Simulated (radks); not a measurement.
These are the eigenvalues of the occupied orbitals of an atom or ion with whole-number occupations (Ry). Calculated with a radial shooting solver on a logarithmic mesh with Libxc functionals: scalar-relativistic Kohn-Sham, LDA (Slater exchange, VWN5 correlation), spin-polarised, spherical densities, finite nucleus; Fermi nuclear charge, rms radius of each element as measured or else 0.836 A^(1/3) + 0.57 fm.

orbital  eigenvalue
1s        -1049.309
2s        -146.9472
2p        -131.2453
3s        -29.22332
3p        -24.20214
3d        -15.84231

Which element is it, and in what charge state? The configuration may be excited. Open shells, if any, are filled with parallel spins first.

Answer. Z = 36, krypton, charge +8: Kr8+ in [Ar] 3d10. The list shows which subshells hold electrons but not how many an open one holds; the 1s level, -524.65 hartree, gives Z - s = 32.4 by -(Z - s)^2/2, which with screening and relativity narrows Z to a few neighbours, and the depths of the outer levels then fix element, charge and occupations together.
